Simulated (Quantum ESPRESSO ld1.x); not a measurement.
Problem. The mean radii <r> (bohr) of the occupied orbitals of an atom or ion are listed with their occupations. All-electron calculation, scalar-relativistic Kohn-Sham, PBE, spin-unpolarised, spherical densities, point nucleus. Program: ld1.x of Quantum ESPRESSO 7.5.

orbital  occ.      <r>
1s          2  0.01898
2s          2  0.08037
2p          6  0.07172
3s          2   0.2086
3p          6   0.2085
3d         10   0.1890
4s          2   0.4683
4p          6   0.4977
4d         10   0.5353
5s          2    1.124
5p          6    1.304
4f         14   0.6694

Name the element and its charge.

Solution. Z = 72, hafnium, charge +4: Hf4+ in [Xe] 4f14. The 1s radius gives Z: for a bare nucleus <r> = (2 gamma + 1)/(2Z) with gamma = sqrt(1 - (Z/c)^2), 0.01876 bohr for Z = 72, and screening makes it slightly larger (0.01898 here). The occupations add up to 68, and the charge is Z minus that.
